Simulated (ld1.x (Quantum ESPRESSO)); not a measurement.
## Logarithmic derivatives: silver (Ag), ultrasoft

ld1.x (Quantum ESPRESSO) 7.5 input, shortened:

```
&input
   title='Ag', zed=47., rel=2, dft='PBESOL', iswitch=3,
   config='[Kr] 4d10 4f-2 5s1 5p0', rel_dist='average'
 /
 &inputp
   pseudotype=3, tm=.true., lloc=-2, rcloc=1.05,
   nlcc=.false.,
   which_augfun='PSQ', rmatch_augfun_nc=.true.
 /
8
5S  1  0   1.00   0.00  2.35  2.55  0.0
5S  1  0   0.00   4.85  2.35  2.55  0.0
4P  2  1   6.00   0.00  1.35  1.50  0.0
5P  3  1   0.00   0.00  1.35  1.50  0.0
4D  3  2  10.00   0.00  1.10  1.35  0.0
4D  3  2   0.00   2.45  1.10  1.35  0.0
4F  4  3  -2.00   0.25  2.35  2.80  0.0
4F  4  3  -2.00   1.65  2.35  2.80  0.0
 &test
   configts(1)='4p6 4d10 5s1 5p0'
 /
```

Open shells are filled in proportion to 2j + 1 (rel_dist='average').

The phase is arctan(r·u′/u) with u = r·R(r), unwrapped; energies in Ry, scanned from -6 to 5 Ry. A pole is an energy at which the radial function vanishes at the test radius. The pseudo phase is shifted by a multiple of π to meet the all-electron one at the reference energy, and phase errors are pseudo minus all-electron; the curves can meet again beyond the range given. Levels narrower than the energy grid can be missing from the lists of poles.

Question: For each channel, where are the poles, and over which energies does the pseudopotential scatter like the atom?

Answer:

```csv
channel,radius (bohr),reference energy (Ry),"poles, all-electron","poles, pseudo",unbroken range about the reference energy with phases within 0.05 rad,phase error 1 Ry above the reference energy (rad)
s,3.06,-0.32,0.77,0.77,the whole range,-0.001
p1/2,3.06,-0.06,"-4.54, 1.64","-4.54, 1.64",below 4.2,+0.000
p3/2,3.06,-0.05,"-4.17, 1.77","-4.17, 1.77",the whole range,+0.000
d3/2,3.06,-0.57,"-0.48, 3.53","-0.48, 3.53",the whole range,+0.000
d5/2,3.06,-0.53,"-0.43, 3.57","-0.43, 3.57",the whole range,-0.000
f5/2,3.06,0.25,2.90,"2.54, 3.25",below 2.5,-0.000
f7/2,3.06,0.25,2.90,"2.54, 3.25",below 2.5,-0.000
```

Note: ghost state, extra bound levels that the all-electron valence spectrum of the same l lacks: s at -417.8 eV. A true bound ghost makes a file unfit for plane-wave use.

Phases in the f7/2 channel:

```csv
E (Ry),all-electron,pseudo
-6.00,1.447,1.446
-5.74,1.444,1.444
-5.48,1.442,1.442
-5.22,1.439,1.439
-4.96,1.436,1.436
-4.70,1.433,1.433
-4.44,1.430,1.430
-4.18,1.426,1.426
-3.92,1.423,1.423
-3.66,1.419,1.418
-3.40,1.414,1.414
-3.14,1.409,1.409
-2.88,1.404,1.404
-2.62,1.398,1.398
-2.36,1.392,1.392
-2.10,1.385,1.384
-1.84,1.376,1.376
-1.58,1.367,1.367
-1.32,1.356,1.356
-1.06,1.344,1.344
-0.80,1.329,1.329
-0.54,1.311,1.311
-0.28,1.289,1.289
-0.02,1.260,1.260
0.24,1.222,1.222
0.50,1.168,1.168
0.76,1.086,1.086
1.02,0.945,0.945
1.28,0.661,0.660
1.54,0.031,0.031
1.80,-0.757,-0.758
2.06,-1.169,-1.173
2.32,-1.363,-1.382
2.58,-1.476,-1.660
2.84,-1.555,-4.589
3.10,-1.623,-4.680
3.36,-1.691,-4.734
3.62,-1.779,-4.779
3.88,-1.924,-4.822
4.14,-2.282,-4.867
4.40,-3.388,-4.920
4.66,-4.183,-4.990
4.92,-4.424,-5.093
```
